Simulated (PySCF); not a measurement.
# `ClC1=CC=C([O-])C2=CC=CC=C12`, [C10H6ClO]-, charge -1

Molfile (atoms numbered from 1):
```
C10H6ClO
     RDKit          3D

 18 19  0  0  0  0  0  0  0  0999 V2000
    1.8640   -0.2335    1.4945 O   0  0  0  0  0  0  0  0  0  0  0  0
    1.6737    0.9773    1.7229 C   0  0  0  0  0  0  0  0  0  0  0  0
    2.7173    1.9493    1.8663 C   0  0  0  0  0  0  0  0  0  0  0  0
    2.4595    3.2936    2.1212 C   0  0  0  0  0  0  0  0  0  0  0  0
    1.1677    3.7852    2.2543 C   0  0  0  0  0  0  0  0  0  0  0  0
    0.9283    5.5010    2.5763 Cl  0  0  0  0  0  0  0  0  0  0  0  0
    0.0542    2.9193    2.1330 C   0  0  0  0  0  0  0  0  0  0  0  0
   -1.2985    3.3386    2.2549 C   0  0  0  0  0  0  0  0  0  0  0  0
   -2.3402    2.4434    2.1259 C   0  0  0  0  0  0  0  0  0  0  0  0
   -2.0888    1.0801    1.8679 C   0  0  0  0  0  0  0  0  0  0  0  0
   -0.7793    0.6509    1.7455 C   0  0  0  0  0  0  0  0  0  0  0  0
    0.3070    1.5325    1.8705 C   0  0  0  0  0  0  0  0  0  0  0  0
    3.7466    1.5939    1.7668 H   0  0  0  0  0  0  0  0  0  0  0  0
    3.2926    3.9967    2.2221 H   0  0  0  0  0  0  0  0  0  0  0  0
   -1.4944    4.3947    2.4548 H   0  0  0  0  0  0  0  0  0  0  0  0
   -3.3712    2.7991    2.2254 H   0  0  0  0  0  0  0  0  0  0  0  0
   -2.9200    0.3758    1.7668 H   0  0  0  0  0  0  0  0  0  0  0  0
   -0.5161   -0.3919    1.5458 H   0  0  0  0  0  0  0  0  0  0  0  0
  1  2  1  0
  2  3  2  0
  3  4  1  0
  4  5  2  0
  5  6  1  0
  5  7  1  0
  7  8  2  0
  8  9  1  0
  9 10  2  0
 10 11  1  0
 11 12  2  0
 12  2  1  0
 12  7  1  0
  3 13  1  0
  4 14  1  0
  8 15  1  0
  9 16  1  0
 10 17  1  0
 11 18  1  0
M  CHG  1   1  -1
M  END
```

Method used: quadratic response CAM-B3LYP/def2-SVPD first hyperpolarisability, Taylor convention, gas phase (PySCF 2.14.0). Geometry: PBE0-D3(BJ)/def2-SVP.

For a gas-phase anion, states above the detachment energy (about 2.1 eV, taken as minus the energy of the highest occupied orbital) lie in the continuum and depend on the basis.

**Question.** Give the tensor of the static β(0;0,0) in the axes of these coordinates.

**Answer.** In au, Taylor convention; rows are the first index (the induced dipole):
|  | xx | yy | zz | xy | xz | yz |
| --- | --- | --- | --- | --- | --- | --- |
| x | +285.4 | +118.7 | +23.9 | +206.2 | +29.7 | +9.0 |
| y | +206.2 | -264.6 | -50.0 | +118.7 | +9.0 | -36.0 |
| z | +29.7 | -36.0 | -28.0 | +9.0 | +23.9 | -50.0 |

Norm of βᵢ = ⅓ Σⱼ (βᵢⱼⱼ + βⱼᵢⱼ + βⱼⱼᵢ): 442.9 au, hyper-Rayleigh value 217.2 au.
